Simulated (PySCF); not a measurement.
**`C[C@@H]1C[Si@H](P)O1`, C3H9OPSi**

Geometry:
| atom | x (Å) | y (Å) | z (Å) |
| --- | --- | --- | --- |
| C1 | -1.812 | -0.971 | 0.528 |
| C2 | -1.001 | 0.305 | 0.600 |
| C3 | -0.527 | 0.844 | -0.752 |
| Si4 | 1.209 | 0.625 | 0.004 |
| P5 | 2.523 | -0.976 | -0.836 |
| O6 | 0.266 | 0.056 | 1.235 |
| H7 | -2.760 | -0.779 | 0.032 |
| H8 | -1.257 | -1.722 | -0.030 |
| H9 | -2.002 | -1.350 | 1.529 |
| H10 | -1.523 | 1.061 | 1.193 |
| H11 | -0.798 | 0.197 | -1.581 |
| H12 | -0.860 | 1.853 | -0.964 |
| H13 | 1.847 | 1.890 | 0.392 |
| H14 | 3.277 | -0.100 | -1.596 |
| H15 | 3.411 | -0.925 | 0.224 |

Method: TDDFT CAM-B3LYP/jun-cc-pV(D+d)Z circular dichroism and optical rotation, one conformer, gas phase (PySCF). Geometry: GFN2-xTB.

Stereocentres: C2 R, Si4 S.

(1) What is the specific rotation at 488 nm?

(2) And for the mirror image at 488 nm?

(3) What is the molar rotation [Φ] = [α]·M/100 of the geometry above at 488 nm?

## Answers

(1) [α] in deg dm⁻¹ (g/mL)⁻¹:
| λ (nm) | origin-invariant length gauge | modified velocity gauge | length gauge (centre of mass) | isotropic polarisability (au) |
| --- | --- | --- | --- | --- |
| 488 | +62.9 | +56.3 | +72.8 | 90.5 |

(2) -62.9 deg dm⁻¹ (g/mL)⁻¹ (origin-invariant length gauge): the same size and the opposite sign.

(3) With M = 120.16 g/mol, +75.5 deg cm² dmol⁻¹ (origin-invariant length gauge).

The first excitation lies at 5.91 eV (210 nm) with R = -1.1 × 10⁻⁴⁰ esu² cm² (velocity form).
